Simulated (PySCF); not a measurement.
An unknown shows these calculated signals:

$^{1}$H NMR (600 MHz, computed): δ 4.11 (m, 1H), 3.99 (m, 1H), 1.90 (m, 2H), 1.84 (m, 2H), 1.74 (m, 2H), 1.51 (m, 2H), 1.05 (m, 2H), 0.89 (m, 3H).

$^{13}$C{$^{1}$H} NMR (computed): δ 31.1 (CH2), 27.0 (CH2), 8.8 (CH3), 4.0 (CH2).

[PySCF 2.14: GFN2-xTB geometry; shieldings: GIAO PBE0/pcSseg-1; no relativistic terms; one conformer; no solvent; averaged over atoms made equivalent by symmetry, fast rotation or ring inversion]

Shifts are taken against calculated references (same method and geometry level): $^{1}$H (31.72 ppm), $^{13}$C (186.93 ppm) against TMS.

Q: Which of these does the molecule contain: a non-aromatic C=C double bond, a vinyl group CH=CH2, an NH or NH2 group, a Si–H bond, a CH3CH2 unit?

A: 
- A non-aromatic C=C double bond: no.
- A vinyl group CH=CH2: no.
- An NH or NH2 group: no.
- A Si–H bond: yes (δH 3.99 (m), 4.11 (m)).
- A CH3CH2 unit: yes (δC 8.8, 31.1; δH 0.89 (m), 1.74 (m)).

The data belong to `CCP1(=O)CC[SiH2]CC1`, C6H15OPSi; they needn't prove each group on their own.

Carbon signals by region: 4 below 50 ppm.

Splittings by $^{31}$P in the carbon and heteronuclear signals aren't shown, as no couplings were computed. Shifts are as computed. Against solution values, carbons near 30 ppm lie about +3 ppm off and those near 130 ppm about +5 ppm. Of 1211 compounds with measured shifts, 218 miss one by over three times the rms of a fit or turn the order of signals round; such compounds aren't used in these exercises. No couplings were computed; multiplicities are counted from neighbouring protons, with m where these are inequivalent, close in shift, in a saturated or five-membered ring or joined by F or P, and br s for small geminal =CH2 splittings.
